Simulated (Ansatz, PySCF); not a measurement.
TiCl₄, SMILES [Cl][Ti]([Cl])([Cl])[Cl], multiplicity 1. Atoms are numbered in the order given.

```xyz
5

Ti     0.0000     0.0000     0.0000
Cl     1.2433     1.2433    -1.2433
Cl    -1.2433     1.2433     1.2433
Cl    -1.2433    -1.2433    -1.2433
Cl     1.2433    -1.2433     1.2433
```

Geometry optimised at PBE0-D3(BJ)/def2-SVP. The spin state was assumed, not searched. The isomer is the one that the SMILES or the coordinates give; other isomers of the formula were not compared.

Two levels are set side by side: PBE-D3(BJ)/def2-SVP (Ansatz, a quantum-chemistry and plane-wave program) and PBE0-D3(BJ)/def2-SVP (Ansatz). Each level has its own optimised geometry; the coordinates shown are those of the second. Frequencies come from the Hessian of PySCF at each geometry. Differences are taken from unrounded values.

```tsv
quantity	PBE0-D3(BJ)
mean bond length (Å)	2.153
bond Ti1–Cl2 (Å)	2.153
bond Ti1–Cl3 (Å)	2.153
bond Ti1–Cl4 (Å)	2.153
bond Ti1–Cl5 (Å)	2.153
highest harmonic wavenumber (cm⁻¹)	512
mean harmonic wavenumber (cm⁻¹)	285
zero-point energy (kcal/mol)	3.66
```

**Question.** What does PBE-D3(BJ) give, and how far is it from PBE0-D3(BJ)? (An estimate is asked for; the answer gives what the named calculation found.)

**Answer.** 
| quantity | PBE-D3(BJ) | PBE-D3(BJ) minus PBE0-D3(BJ) |
|---|---|---|
| mean bond length (Å) | 2.173 | 0.019 |
| bond Ti1–Cl2 (Å) | 2.173 | 0.019 |
| bond Ti1–Cl3 (Å) | 2.173 | 0.019 |
| bond Ti1–Cl4 (Å) | 2.173 | 0.019 |
| bond Ti1–Cl5 (Å) | 2.173 | 0.019 |
| highest harmonic wavenumber (cm⁻¹) | 492 | -20 |
| mean harmonic wavenumber (cm⁻¹) | 273 | -11 |
| zero-point energy (kcal/mol) | 3.52 | -0.15 |

GGA bonds tend to be longer and softer than those of functionals with exact exchange. Differences between two approximate levels are no errors against the true value.
